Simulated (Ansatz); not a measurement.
Potential energy curve for GeAl (cation, charge +1), lowest singlet found (which spin is the ground state isn't settled by this scan).

FCI = full CI/aug-cc-pVDZ, cores with 3d frozen (Ansatz, a quantum-chemistry and plane-wave program); RMP2 = Ansatz with MP2 on RHF/aug-cc-pVDZ, cores with 3d frozen; RCCSD(T) = Ansatz with CCSD(T) on RHF/aug-cc-pVDZ, cores with 3d frozen.

Total energies in hartree (comparable only within one method and basis):

```csv
R / Å,FCI,RMP2,RCCSD(T)
3.06,-2317.07098,-2317.03090,-2317.06935
3.26,-2317.07102,-2317.03097,-2317.06945
3.55,-2317.06751,-2317.02725,-2317.06592
3.85,-2317.06183,-2317.02129,-2317.06021
4.28,-2317.05297,-2317.01209,-2317.05132
4.74,-2317.04451,-2317.00330,-2317.04281
5.31,-2317.03670,-2316.99492,-2317.03492
6.03,-2317.03093,-2316.98810,-2317.02898
7.00,-2317.02753,-2316.98336,-2317.02534
8.24,-2317.02592,-2316.98083,-2317.02354
```

The scan ran from 1.75 to 8.24 Å; beyond the distances shown full CI changes its symmetry label. The restricted form behind RMP2 keeps the bonding electrons paired and can't separate into open-shell fragments.
